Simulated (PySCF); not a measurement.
Atom-mapped SMILES (the numbers label the heavy atoms): `[Cl:1][CH2:2][SiH2:3][c:4]1[n:5][cH:6][cH:7][cH:8][n:9]1` (H(Xn): hydrogen on atom n).

- GIAO PBE0/pcSseg-1 shieldings
- structure optimised with GFN2-xTB
- code: PySCF
- non-relativistic Hamiltonian, fast rotation and ring inversion assumed for equivalent nuclei, single conformer, gas phase

Task: List the cross peaks expected in HSQC, COSY and HMBC spectra.

Result: 

HSQC (one-bond C–H):
```tsv
δH	δC
9.01 (H(C6)/H(C8))	161.5 (C6/C8)
7.26 (H(C7))	126.0 (C7)
3.56 (H(C2))	29.7 (C2)
```

COSY cross peaks (H two or three bonds apart, from the bond graph; peaks can be absent where the dihedral angle is near 90°):
```tsv
δH	δH
9.01 (H(C6)/H(C8))	7.26 (H(C7))
4.78 (H(Si3))	3.56 (H(C2))
```

HMBC (two and three bonds, from the bond graph):
```tsv
δH	δC
9.01 (H(C6)/H(C8))	182.3 (C4), 161.5 (C6/C8), 126.0 (C7)
7.26 (H(C7))	161.5 (C6/C8)
4.78 (H(Si3))	182.3 (C4), 29.7 (C2)
3.56 (H(C2))	182.3 (C4)
```

Referencing at the same level of theory: $^{1}$H (σ = 31.72 ppm) and $^{13}$C (σ = 186.93 ppm) against TMS.

Carbons that carry Cl, above all several Cl atoms, come out too deshielded, partly because spin–orbit coupling is missing. Shifts are as computed. Against solution values, carbons near 30 ppm lie about +3 ppm off and those near 130 ppm about +5 ppm; carbons on Cl a further +6 ppm. Of 1309 compounds with measured shifts, 239 miss one by over three times the rms of a fit or turn the order of signals round; such compounds aren't used in these exercises.
